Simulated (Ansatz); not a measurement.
CH7InN2O, SMILES `C[O][In]([NH2])[NH2]`. Charge 0, multiplicity 1. Correlated methods include outer-core shells of In, which these sets cover unevenly. In: def2 effective core potential.

```xyz
12

C    -1.947    0.273   -0.989
O    -1.256   -0.647   -0.194
In    0.592   -0.289    0.453
N     1.346    1.531    0.009
N     1.281   -1.662    1.753
H    -2.055    1.259   -0.514
H    -1.475    0.431   -1.971
H    -2.958   -0.108   -1.177
H     2.352    1.623    0.018
H     0.991    1.946   -0.841
H     2.283   -1.787    1.788
H     0.844   -2.569    1.665
```

Task: Give the diagnostics of a CCSD(T)/def2-TZVPP run (frozen core, Ansatz). (Best estimate.)

Result: Ansatz gave: T1 = 0.0150, largest single amplitude 0.038, largest double 0.021, (T) share of the correlation energy 3.6 %, 11 CCSD cycles. The RHF solution is stable towards an unrestricted one. T1 lies under the customary mark of 0.02 for closed shells.
